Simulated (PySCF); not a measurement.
# UHF on Mo²⁺ (molybdenum, charge +2)

Configuration: [Kr] 4d4, high-spin 5D determinant. Computed with PySCF 2.14 in x2c-TZVPPall with one added diffuse shell each of s, p, d, f type (9s7p7d3f1g, 95 functions), with the spin-free X2C one-electron Hamiltonian (Gaussian nucleus).

* Total energy: -4045.409034 hartree
* One-electron energy: -5556.4474 hartree
* Hartree (Coulomb) energy: 1633.3433 hartree
* Exchange energy: -122.3049 hartree
* ⟨S²⟩: 6.0033
* ⟨L²⟩: 6.027
* Sum of ⟨r⟩: 25.16 bohr
* Sum of ⟨r²⟩: 30.82 bohr²
* Traceless quadrupole moment −½Σ⟨3z² − r²⟩ along its main axis: -0.946 e·bohr²
* Langevin diamagnetic susceptibility: -24.4 ×10⁻⁶ cm³/mol

| shell | electrons | mean orbital energy (eV) | spread (eV) | rms radius, mean of both spins (bohr) |
| --- | --- | --- | --- | --- |
| 1s β | 1 | -20125.6 | 0 | 0.0404 |
| 1s α | 1 | -20125.5 | 0 | 0.0404 |
| 2s α | 1 | -2934.3 | 0 | 0.166 |
| 2s β | 1 | -2933.5 | 0 | 0.166 |
| 2p α | 3 | -2619.6 | 0.019 | 0.148 |
| 2p β | 3 | -2618.8 | 0.226 | 0.148 |
| 3s α | 1 | -547.57 | 0 | 0.456 |
| 3s β | 1 | -547.16 | 0 | 0.456 |
| 3p α | 3 | -441.52 | 0.305 | 0.462 |
| 3p β | 3 | -441.00 | 0.474 | 0.462 |
| 3d α | 5 | -268.86 | 0.967 | 0.453 |
| 3d β | 5 | -267.60 | 0.549 | 0.453 |
| 4s α | 1 | -100.55 | 0 | 1.18 |
| 4s β | 1 | -95.183 | 0 | 1.18 |
| 4p α | 3 | -70.131 | 0.951 | 1.32 |
| 4p β | 3 | -62.870 | 1.415 | 1.32 |
| 4d α | 4 | -27.590 | 1.253 | 1.84 |

Densities and radii are taken from the X2C orbitals without a picture-change correction, which distorts them close to the nucleus.

Spin-orbit constants ζ (cm⁻¹) from the X2C one-electron operator on these orbitals: bare nucleus, nucleus screened by l(l+1)(2l+1)/3 electrons, and screened by the Breit-Pauli mean field of the electrons.

```
shell    bare  screened nucleus  mean field
   2p  580000            552400         n/a
   3p   96670             92070         n/a
   3d   13630             10380         n/a
   4p   12560             11960         n/a
   4d    1010             769.7         n/a
```

To first order the Landé constant is A = 192.4 cm⁻¹, so the lowest level has J = 0 and lies 0.143 eV below the centre of the term. This holds in LS coupling only.
